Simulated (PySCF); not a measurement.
# Assigning NMR signals

Atom-mapped SMILES (the numbers label the heavy atoms): `[CH3:1][C:2](=[O:3])[O:4][C@@H:5]1[CH:6]=[CH:7][C:8](=[O:9])[CH2:10]1`. Hydrogens are named by the atom that carries them. Ha(C10) is cis to O4 on the ring; Hb(C10) is trans to O4 on the ring.

Calculated, not measured (PySCF 2.14.0 with density-fitted response routines): geometry: PBE0-D3(BJ)/def2-SVP, NMR shieldings at KT2/pcSseg-1/GIAO. Isolated molecule, no relativistic terms, one conformer, fast rotation and ring inversion assumed for equivalent nuclei.

Scale: TMS for 13C, 1H (reference shieldings calculated alike).

Task: Assign these signals to the numbered atoms. 13C{1H} NMR (computed): δ 190.6 (C), 164.0 (C), 157.6 (CH), 133.9 (CH), 73.9 (CH), 39.1 (CH2), 20.6 (CH3).

Result: 
```tsv
δ (ppm)	atoms	environment	reason
190.6	C8	ketone carbonyl carbon	low-lying n→π* states of the double bond to the heteroatom give a large paramagnetic term (-258 ppm)
164.0	C2	ester carbonyl carbon	lone-pair donation from the attached heteroatom keeps it upfield of a ketone carbonyl
157.6	C6	β carbon of a C=C–C=O unit	conjugation with the carbonyl draws π density from the β position
133.9	C7	α carbon of a C=C–C=O unit	the olefinic region
73.9	C5	allylic sp3 CH bonded to O	pulled downfield by the heteroatom
39.1	C10	sp3 CH2 α to a carbonyl	the adjacent C=O deshields it moderately
20.6	C1	methyl carbon α to a carbonyl	the adjacent C=O deshields it moderately
```

Task: Assign these signals to the numbered atoms. 1H NMR (500 MHz, computed): δ 7.72 (m, 1H), 6.08 (d, 1H), 5.70 (m, 1H), 2.32 (m, 1H), 2.23 (m, 1H), 2.00 (s, 3H).

Result: 
7.72 → H(C6), hydrogen on a β carbon of a C=C–C=O unit: olefinic region
6.08 → H(C7), hydrogen on an α carbon of a C=C–C=O unit: a vinylic proton, deshielded by the sp2 carbon and the C=C anisotropy
5.70 → H(C5), hydrogen on an allylic sp3 CH bonded to O: its carbon carries O, hence the downfield position
2.32 → Hb(C10), hydrogen on an sp3 CH2 α to a carbonyl: α to C=O
2.23 → Ha(C10), hydrogen on an sp3 CH2 α to a carbonyl
2.00 → H(C1), hydrogen on a methyl carbon α to a carbonyl: α to C=O

Hb(C10) and Ha(C10) lie closer than the usual error of such a calculation, so a measured spectrum could show them in the other order.

Shifts are as computed. Against solution values, carbons near 30 ppm lie about +2 ppm off and those near 130 ppm about -5 ppm. Of 1211 compounds with measured shifts, 218 miss one by over three times the rms of a fit or turn the order of signals round; such compounds aren't used in these exercises. Multiplicities follow the n + 1 count of equivalent neighbours, as no J values were calculated; m marks all less simple cases, F and P coupling included.
